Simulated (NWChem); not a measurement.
Program: NWChem. System: H6BNO, charge 0, spin multiplicity 1, at a geometry optimised with PBE/def2-SVP. The structure started from a generated list of species. Level: B3LYP/6-31G* (spherical d), VWN1-RPA local correlation.

Job file:

```
start mol
memory heap 200 mb stack 900 mb global 1100 mb
geometry units angstroms nocenter noautoz noautosym
  B     -0.503024    -0.181104     0.439834
  H     -0.263471    -1.076453     1.261720
  H     -1.680117    -0.147186     0.045702
  O      0.121529     1.070319     0.759155
  H     -0.438288     1.809618     0.475840
  N      0.333330    -0.785416    -0.920442
  H      0.184967    -0.218234    -1.768481
  H      0.063306    -1.757404    -1.129822
  H      1.343183    -0.769463    -0.714274
end
basis spherical
  * library 6-31g*
end
dft
  xc b3lyp
  semidirect memsize 60000000 filesize 0
  iterations 100
end
task dft energy
```

Output (cleaned and shortened):

```
             Northwest Computational Chemistry Package (NWChem) 7.3.0
             --------------------------------------------------------

                                NWChem Input Module
                                -------------------

 Scaling coordinates for geometry "geometry" by  1.889725989
 (inverse scale =  0.529177249)

                             Geometry "geometry" -> ""
                             -------------------------

 Output coordinates in angstroms (scale by  1.889725989 to convert to a.u.)

  No.       Tag          Charge          X              Y              Z
 ---- ---------------- ---------- -------------- -------------- --------------
    1 B                    5.0000    -0.50302400    -0.18110400     0.43983400
    2 H                    1.0000    -0.26347100    -1.07645300     1.26172000
    3 H                    1.0000    -1.68011700    -0.14718600     0.04570200
    4 O                    8.0000     0.12152900     1.07031900     0.75915500
    5 H                    1.0000    -0.43828800     1.80961800     0.47584000
    6 N                    7.0000     0.33333000    -0.78541600    -0.92044200
    7 H                    1.0000     0.18496700    -0.21823400    -1.76848100
    8 H                    1.0000     0.06330600    -1.75740400    -1.12982200
    9 H                    1.0000     1.34318300    -0.76946300    -0.71427400

 Effective nuclear repulsion energy (a.u.)      77.3432517579

            Nuclear Dipole moment (a.u.)
            ----------------------------
        X                 Y               Z
 ---------------- ---------------- ----------------
     0.0000037795    -0.0000037795     0.0000018897


 Summary of "ao basis" -> "" (spherical)
 ------------------------------------------------------------------------------
       Tag                 Description            Shells   Functions and Types
 ---------------- ------------------------------  ------  ---------------------
 *                           6-31g*                   on all atoms

                                 NWChem DFT Module
                                 -----------------
[...]
 Vector   13  Occ=2.000000D+00  E=-2.367184D-01
              MO Center= -1.5D-01,  1.8D-01,  7.4D-01, r^2= 2.2D+00
   Bfn.  Coefficient  Atom+Function         Bfn.  Coefficient  Atom+Function
  ----- ------------  ---------------      ----- ------------  ---------------
    23      0.460030  4 O  pz                27      0.354807  4 O  pz
    16     -0.318779  2 H  s                 15     -0.211982  2 H  s
    40      0.196817  6 N  s                 18      0.167875  3 H  s
     5     -0.141329  1 B  pz                 3     -0.136630  1 B  px
    39      0.132687  6 N  pz                 4      0.113198  1 B  py

 Vector   14  Occ=0.000000D+00  E= 3.559834D-02
              MO Center=  4.6D-01, -8.2D-01, -1.2D+00, r^2= 3.4D+00
   Bfn.  Coefficient  Atom+Function         Bfn.  Coefficient  Atom+Function
  ----- ------------  ---------------      ----- ------------  ---------------
    40      1.591612  6 N  s                 50     -0.917116  7 H  s
    52     -0.842707  8 H  s                 54     -0.769442  9 H  s
    43     -0.326869  6 N  pz                 6      0.218967  1 B  s
    36      0.195080  6 N  s                 41      0.177038  6 N  px
    34     -0.169751  5 H  s                 39     -0.166147  6 N  pz

 Vector   15  Occ=0.000000D+00  E= 1.031313D-01
              MO Center=  1.8D-02, -5.4D-01, -1.2D+00, r^2= 4.1D+00
   Bfn.  Coefficient  Atom+Function         Bfn.  Coefficient  Atom+Function
  ----- ------------  ---------------      ----- ------------  ---------------
    50      1.254934  7 H  s                 52     -1.120490  8 H  s
    42     -0.812849  6 N  py                34      0.497569  5 H  s
    24     -0.431317  4 O  s                 54     -0.402137  9 H  s
    43      0.394476  6 N  pz                38     -0.350864  6 N  py
    18      0.212563  3 H  s                  7      0.186907  1 B  px

 Vector   16  Occ=0.000000D+00  E= 1.099062D-01
              MO Center=  9.4D-01, -1.0D+00, -8.3D-01, r^2= 2.8D+00
   Bfn.  Coefficient  Atom+Function         Bfn.  Coefficient  Atom+Function
  ----- ------------  ---------------      ----- ------------  ---------------
    54      1.516133  9 H  s                 52     -1.074706  8 H  s
    41     -0.812435  6 N  px                42     -0.399335  6 N  py
    43     -0.381368  6 N  pz                37     -0.351110  6 N  px
    50     -0.328784  7 H  s                 34     -0.183365  5 H  s
    38     -0.158150  6 N  py                39     -0.151564  6 N  pz

 center of mass
 --------------
 x =   0.01112193 y =   0.07837635 z =   0.09045135

 moments of inertia (a.u.)
 ------------------
         233.477020337140           7.330517625094          25.929179177214
           7.330517625094         140.815905585769         -87.796554846976
          25.929179177214         -87.796554846976         160.807079526481

     Multipole analysis of the density
     ---------------------------------

     L   x y z        total         alpha         beta         nuclear
     -   - - -        -----         -----         ----         -------
     0   0 0 0     -0.000000    -13.000000    -13.000000     26.000000

     1   1 0 0      0.586253      0.293124      0.293124      0.000004
     1   0 1 0     -0.459598     -0.229797     -0.229797     -0.000004
     1   0 0 1     -1.880878     -0.940440     -0.940440      0.000002

     2   2 0 0    -15.549228    -20.430019    -20.430019     25.310810
     2   1 1 0     -2.549160      1.910635      1.910635     -6.370430
     2   1 0 1     -0.947870      7.546031      7.546031    -16.039932
     2   0 2 0    -12.038801    -44.997753    -44.997753     77.956704
     2   0 1 1      1.559167    -23.467619    -23.467619     48.494404
     2   0 0 2    -14.312480    -39.729622    -39.729622     65.146764

 Task  times  cpu:        1.9s     wall:        1.9s

 Total times  cpu:        1.9s     wall:        1.9s
```
